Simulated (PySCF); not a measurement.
Si(Cl)(SH) (ClHSSi), SMILES S[Si]Cl (connectivity only; charge and spin as stated), neutral, multiplicity 1. The structure is a stationary point at PBE0-D3(BJ)/def2-TZVP. The values are those of a single conformer.

TDDFT-ωB97X/def2-SVPD in PySCF puts the lowest singlet excitations at 3.68, 5.29, 6.14, 6.27, 6.75, 6.89 eV.

Task: What are the lowest excitation roots from ADC(2)/aug-cc-pVDZ (PySCF)? (Estimate from the structure and the level; the computed values follow.)

Result: 3.77, 4.97, 6.09, 6.12, 6.36, 6.60 eV. S1 differs by 0.10 eV (second minus first; roots are paired by order, and the bases may differ).
